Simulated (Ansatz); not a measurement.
Consider the formal hydrolysis of a B–C bond: `C#CBCO` + H₂O → `OBCO` + acetylene.

Isolated molecules relaxed with PBE0-D4/def2-TZVP in Ansatz; ΔE leaves out vibrations. CCSD(T)/CBS is the MP2 limit (def2-TZVPP, def2-QZVPP) plus CCSD(T) − MP2 in def2-TZVPP, frozen cores. This one scheme is used for every species. Functionals use def2-TZVPP. Each species was taken in one conformer, which may not be the lowest.

```json
{"species": "`C#CBCO`", "PBE0 energy (Eh)": "-217.13979"}
{"species": "H₂O", "PBE0 energy (Eh)": "-76.38081"}
{"species": "`OBCO`", "PBE0 energy (Eh)": "-216.29497"}
{"species": "`C#C`", "PBE0 energy (Eh)": "-77.25702"}
```

(1) Work out ΔE.

(2) What do rigid-rotor, harmonic-oscillator terms from PBE0-D4/def2-TZVP frequencies (298.15 K, 1 bar) make of the CCSD(T)/CBS value? (Estimate.)

Largest T1 diagnostic among the species: 0.013.

Answers

(1) ΔE = (-216.29497) + (-77.25702) − (-217.13979) − (-76.38081) = -0.03139 Eh = -82.4 kJ/mol. CCSD(T)/CBS gives -85.2 kJ/mol.

(2) The calculation gave: ΔZPE = +6.5 kJ/mol, ΔH = -82.0 kJ/mol, ΔS = -19 J/(mol·K), ΔG = -76.5 kJ/mol.

The D4 term adds +3.8 kJ/mol with B3LYP and +2.2 kJ/mol with PBE0; it sums over pairs of atoms, weighted by their polarisabilities, and B3LYP, whose exchange is more repulsive, gets the larger term. At CCSD(T), def2-SVP lies −28.5 kJ/mol from the extrapolated value and def2-TZVPP −3.8 kJ/mol. From BLYP to BHLYP (50 % exact exchange), in def2-TZVPP and without D4, ΔE moves by −6.4 kJ/mol.

B3LYP here is the variant with VWN-RPA as its local correlation; programs differ in this.
